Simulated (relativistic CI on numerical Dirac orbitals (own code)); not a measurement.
Forbidden transitions in Nd LIV

Computed by Dirac-Coulomb-Breit CI, separate exchange-only KLI orbitals for each configuration, QED by a radiative potential, unscaled Slater integrals (own radial code, finite nucleus).

Configurations in the expansion (outside the closed core 1s2): 2s²2p³, 2s2p⁴, 2p⁵, 2p⁴3s, 2p⁴3p, 2p⁴3d, 2s²2p²3s, 2s²2p²3p, 2s²2p²3d, 2s2p³3s, 2s2p³3p, 2s2p³3d, 2s²2p²4s, 2s²2p²4p, 2s²2p²4d, 2s²2p²4f. Levels of other configurations are missing.

```
λ vac (Å)              Lower                 Upper  Type   A (s⁻¹)  E lower (10³ cm⁻¹)  E upper (10³ cm⁻¹)
   1.7907  2s²2p³ ⁴S°3/2 [2]  2s2p³3d ⁴D°7/2 [180]    E2  1.94e+12              4234.5             60078.1
   1.7924  2s²2p³ ²D°5/2 [3]  2s2p³3d ²F°7/2 [183]    E2  5.65e+11              4409.5             60199.9
   1.7932  2s²2p³ ²D°5/2 [3]  2s2p³3d ²G°9/2 [182]    E2  2.19e+12              4409.5             60174.8
   1.7993  2s²2p³ ²P°1/2 [4]  2s2p³3d ²D°3/2 [188]    E2  2.35e+12              4708.3             60286.5
   1.8024    2s2p⁴ ⁴P5/2 [5]     2p⁴3d ⁴D5/2 [200]    E2  1.75e+12              6276.2             61757.4
   1.8029    2s2p⁴ ⁴P5/2 [5]     2p⁴3d ⁴D3/2 [199]    E2  1.73e+12              6276.2             61743.8
   1.8135  2s²2p³ ²D°5/2 [3]  2s2p³3d ⁴F°9/2 [160]    E2  1.05e+12              4409.5             59550.4
   1.8179  2s²2p³ ⁴S°3/2 [2]  2s2p³3d ⁴D°7/2 [145]    E2  1.19e+12              4234.5             59243.6
   1.8231  2s²2p³ ²D°5/2 [3]  2s2p³3d ²G°9/2 [147]    E2  1.24e+12              4409.5             59261.2
   1.8253  2s²2p³ ²P°3/2 [1]   2s2p³3d ⁴F°7/2 [66]    E2  8.87e+11                 0.0             54784.1
   1.8976  2s²2p³ ⁴S°3/2 [2]  2s²2p²3p ⁴D°7/2 [93]    E2  2.42e+11              4234.5             56932.1
   1.9001  2s²2p³ ²P°3/2 [1]  2s²2p²3p ²D°5/2 [36]    E2  2.43e+11                 0.0             52629.2
   1.9068  2s²2p³ ²P°3/2 [1]  2s²2p²3p ²F°7/2 [34]    E2  3.52e+11                 0.0             52445.1
   1.9121    2s2p⁴ ⁴P5/2 [5]   2s2p³3p ⁴F9/2 [129]    E2  3.92e+11              6276.2             58574.8
   2.0801  2s²2p³ ²P°3/2 [1]  2s²2p²3p ²P°3/2 [18]    E2  3.69e+11                 0.0             48074.1
   2.0818  2s²2p³ ²D°5/2 [3]  2s²2p²3p ²F°7/2 [34]    E2  2.51e+11              4409.5             52445.1
   2.1358  2s²2p³ ⁴S°3/2 [2]  2s²2p²3p ⁴D°3/2 [26]    E2  4.57e+11              4234.5             51055.2
   2.1375  2s²2p³ ²P°3/2 [8]  2s²2p²3p ²D°5/2 [83]    E2  5.05e+11              8954.1             55738.6
   2.1391  2s²2p³ ²D°5/2 [3]  2s²2p²3p ²F°5/2 [27]    E2  4.20e+11              4409.5             51159.0
   2.1409  2s²2p³ ²P°3/2 [1]  2s²2p²3p ²P°1/2 [17]    E2  7.35e+11                 0.0             46708.7
```

Terms are leading LS components. Brackets give the number of a level in order of energy, since labels repeat. The list gives strong lines, with weight on those to low levels, among the lowest 200 of 359 levels, so that lines to higher ones, which can be the strongest, are missing. Levels whose partners in the same complex of configurations lie outside the list can be far off, and so can their lines. Rates are taken at the computed energies, electric ones in the length gauge.

At this charge energies of transitions that change n are usually good to better than 1 %, and those within a shell (Δn = 0) to a few per cent.

LS names give the leading component of a level, which can be under half, so a name can repeat, a term be missing and a line seem to break the LS rules.
